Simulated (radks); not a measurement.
Problem. Charge is removed step by step from the 1s1/2 level of neutral selenium, starting from [Ar] 3d10 4s2 4p4. All-electron calculation, Dirac Kohn-Sham, PBEsol, spin-unpolarised, spherical densities, finite nucleus; open shells fill j = l - 1/2 first; Fermi nuclear charge, rms radius 4.14 fm. Program: a radial shooting solver on a logarithmic mesh with Libxc functionals. At the starting occupation the eigenvalue is -12490.9 eV. Estimate the energy to remove one whole electron from this level, the eigenvalue at the end, and how far E(n) bends from a straight line.

Solution. Delta-SCF 12701.0 eV; final eigenvalue -12909.6 eV; the deviation from the straight line is -52.390 eV at 0.5 electron removed, the largest on the grid computed. Slater's transition state (half an electron removed) gives 12701.4 eV. Integrating minus the eigenvalue over the occupation (Janak's theorem) gives 12701.0 eV. The mean slope of the eigenvalue, de/dn, is 419 eV per electron.
